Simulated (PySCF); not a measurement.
**Solvent effects on NMR parameters**

Mapped SMILES: `[SiH3:1][SiH2:2][c:3]1[cH:4][cH:5][cH:6][cH:7][n:8]1`. Each H is labelled by its parent atom.

GIAO PBE0/pcSseg-1 in PySCF 2.14.0 with density-fitted response routines on one PBE0-D3(BJ)/def2-SVP conformer, non-relativistic, equivalent nuclei averaged. Solvents enter as an IEF-PCM continuum (cyclohexane with ε = 2.0, dichloromethane with ε = 8.9) around the gas-phase geometry. Shifts are referred to TMS computed in the same medium.

In cyclohexane, δ in ppm: Si2 -62.9, Si1 -104.7, C3 168.1, C7 156.3, C5 140.8, C4 138.2, C6 129.1, H(C7) 8.82, H(C4) 7.85, H(C5) 7.79, H(C6) 7.30, H(Si2) 4.73, H(Si1) 3.68. Dipole moment 3.18 D.

(1) How does each δ change in the more polar medium?

(2) Which of the listed nuclei move most (in ppm), and what does the model miss? (N and O are left out, as their reference compounds move with the solvent too.)

Answers

(1) 
```json
{"atoms": "Si2", "environment": "silicon bonded to C, Si, 2 H", "Δδ, dichloromethane": "+0.2"}
{"atoms": "Si1", "environment": "silicon bonded to Si, 3 H", "Δδ, dichloromethane": "0.0"}
{"atoms": "C3", "environment": "substituted aromatic carbon next to a ring nitrogen", "Δδ, dichloromethane": "-0.1"}
{"atoms": "C7", "environment": "aromatic CH next to a ring nitrogen", "Δδ, dichloromethane": "+0.7"}
{"atoms": "C5", "environment": "aromatic CH", "Δδ, dichloromethane": "+1.7"}
{"atoms": "C4", "environment": "aromatic CH", "Δδ, dichloromethane": "+1.2"}
{"atoms": "C6", "environment": "aromatic CH", "Δδ, dichloromethane": "+1.5"}
{"atoms": "H(C7)", "environment": "hydrogen on an aromatic CH next to a ring nitrogen", "Δδ, dichloromethane": "+0.02"}
{"atoms": "H(C4)", "environment": "hydrogen on an aromatic CH", "Δδ, dichloromethane": "+0.15"}
{"atoms": "H(C5)", "environment": "hydrogen on an aromatic CH", "Δδ, dichloromethane": "+0.19"}
{"atoms": "H(C6)", "environment": "hydrogen on an aromatic CH", "Δδ, dichloromethane": "+0.18"}
{"atoms": "H(Si2)", "environment": "hydrogen on a silicon bonded to C, Si", "Δδ, dichloromethane": "0.00"}
{"atoms": "H(Si1)", "environment": "hydrogen on a silicon bonded to Si", "Δδ, dichloromethane": "-0.04"}
```

Changes are relative to cyclohexane. The dipole moment becomes 3.61 D in dichloromethane.

(2) C5 (aromatic CH, +1.7 ppm) in dichloromethane. A continuum only polarises the solute; specific hydrogen bonds, the anisotropy of aromatic solvents and changes of geometry or conformer are outside it.
